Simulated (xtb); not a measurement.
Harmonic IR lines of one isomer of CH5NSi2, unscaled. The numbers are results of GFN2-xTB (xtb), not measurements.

wavenumber (cm⁻¹): 254 (w), 320 (w), 395 (m), 579 (w), 677 (m), 861 (s), 899 (w), 1130 (vw), 1451 (w), 1604 (m), 2101 (vs), 2173 (vs), 2217 (vs), 2888 (m), 2986 (w)

Task: Say which structure gives these lines.
A. `C=N[SiH]=[SiH2]`
B. `C1N=[SiH][SiH2]1`
C. `[SiH2]=CN=[SiH2]`
D. `[H]/N=[SiH]\C=[SiH2]`

Result: A, `C=N[SiH]=[SiH2]`
